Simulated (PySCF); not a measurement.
³¹P chemical shifts

[PySCF 2.14: coordinates at the GFN2-xTB level; σ from GIAO-PBE0/pcSseg-1; non-relativistic Hamiltonian; equivalent nuclei averaged; isolated molecule; single conformer]

Shieldings were converted by a linear fit to measured shifts: ³¹P: δ = 270.09 − 0.828σ (rms 18.1 ppm, 64 shifts vs H3PO4, solution or neat liquid). A few per cent of atoms miss by over 2 rms, more outside the fitted compound classes.

**Question.** Give the ³¹P shifts of `CO[Si@H](C)P`, `CO/C=P/c1ccncc1`.

**Answer.** 
| compound | environment | δ (ppm) |
| --- | --- | --- |
| CO[Si@H](C)P | phosphorus bonded to Si, 2 H | -232.8 |
| CO/C=P/c1ccncc1 | phosphorus bonded to 2 C | 143.2 |

**Question.** Match the shifts 140.1, -6.2, -218.0 ppm to `[SiH2]1P[SiH2]P1`, `C#CCn1cpc(C#C)n1`, `C#C[P@@](=O)(CC#N)CC=C`.

**Answer.** 140.1: C#CCn1cpc(C#C)n1 (phosphorus bonded to 2 C, in a 5-membered ring); -6.2: C#C[P@@](=O)(CC#N)CC=C (phosphorus bonded to 3 C, O); -218.0: [SiH2]1P[SiH2]P1 (phosphorus bonded to 2 Si, H, in a 4-membered ring).
